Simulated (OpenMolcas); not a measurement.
V2+: moving or changing the point charges

V2+ among 4 point charges of -1 e arranged as a square (D4h), 2.12 Å from the ion.

- Program: OpenMolcas
- Method: CASSCF
- Basis: ANO-RCC-VDZP [5s4p2d1f]
- Scalar Hamiltonian: DKH2, point nucleus
- Active space: 3 electrons in 5 orbitals (3d)
- State averaging: 2S+1 = 4 even, 10 roots; 2S+1 = 2 even, 40 roots
- Spin-orbit coupling: state interaction with AMFI integrals over the reference wave functions

Runs around this geometry, states (labels of D4, the rotations of D4h). Energies in cm-1 above the lowest state or level, χT in cm3 K/mol.

```
R (Å)  q (e)  Ground state  First state of that spin  First gap with spin-orbit (degeneracies)  χT at 300 K  First state of another spin
 2.12  -0.65            4E                 4B1 323.6                              152.8 (2, 2)        1.519                    2A1 14913
 1.96     -1            4E                  4A2 1105                              142.6 (2, 2)        1.590                    2B2 13599
 2.12     -1            4E                  4B1 1236                              151.6 (2, 2)        1.563                    2B2 14332
 2.32     -1            4E                 4B1 855.0                              159.5 (2, 2)        1.536                    2B2 14856
```

Scaling the charges by -0.65 / -1 = 0.65 scales the first state of the same spin by 323.6 / 1236 = 0.26; with fixed orbitals a first-order splitting would follow the charge.

An orbital doublet at a regular site is open to a Jahn-Teller distortion, which this geometry leaves out. Without dynamic correlation the repulsion within the d shell is too large (B by tens of per cent), so at a given field states of lower spin stand too high. The ground term spreads over less than 5000 cm-1, several times less than with real ligands, so orbital moments are less quenched and χT lies further from the spin-only value than at real sites (holds for R = 2.12, q = -0.65; R = 2.12, q = -1; R = 2.32, q = -1). This is an electrostatic model: the charges have no orbitals. No measured value stands beside these numbers.
